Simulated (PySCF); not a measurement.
# Computed properties of C₃H₈O₂Si, SMILES C([SiH2]O)C(=O)C

1-hydroxysilylpropan-2-one (C₃H₈O₂Si), SMILES CC(=O)C[SiH2]O. Coordinates come from a r2SCAN-D4/def2-SVP optimisation. The values are those of a single conformer. All values are computed for the isolated molecule unless a solvent is named; none is compared with measurement here.

**Structure.** All 36 harmonic modes at r2SCAN-D4/def2-SVP (PySCF) are real, so it is a minimum. With heavy atoms numbered as in [CH3:1][C:2](=[O:3])[CH2:4][SiH2:5][OH:6], the shortest bond between them is C2–O3 at 1.224 Å and the longest C4–Si5 at 1.907 Å.

**Vibrations.** The strongest infrared lines (harmonic, unscaled, degenerate partners summed) lie at 1023 cm⁻¹ (242 km/mol, H 79 %, O 9 %), 3646 cm⁻¹ (226 km/mol, H 94 %), 1761 cm⁻¹ (169 km/mol, C 63 %, O 34 %). The softest mode is at 54 cm⁻¹ and the zero-point energy is 66.5 kcal/mol.

**Electronic structure.** HF/def2-TZVP (PySCF) places the frontier levels at -11.49 and 3.14 eV, a gap of 14.63 eV, and gives a dipole moment of 4.22 D and a mean polarisability of 61.3 bohr³. PBE/def2-TZVP (PySCF) at the same geometry gives -6.11 and -2.03 eV, so its gap is 10.55 eV narrower. An orbital gap is neither the optical nor the fundamental gap.

**Excitations.** TDA-B3LYP/def2-SVPD (PySCF) has S1 at 4.50 eV (276 nm, f = 0.003, weak); the most intense of the 10 singlets computed lies at 6.86 eV (f = 0.10). T1 (TDA) is at 3.96 eV, 0.54 eV under S1. TDA-PBE/def2-SVPD (PySCF) puts S1 at 4.28 eV. No vertical singlet excitation falls in the visible range (under 3.1 eV).

**NMR.** GIAO shifts at PBE0/pcSseg-1 (PySCF) (non-relativistic, atoms alike by connectivity averaged): ¹³C from 36.2 to 220.7 ppm against TMS; ¹H from 2.4 to 5.2 ppm against TMS; ²⁹Si at -20.2 ppm against TMS.
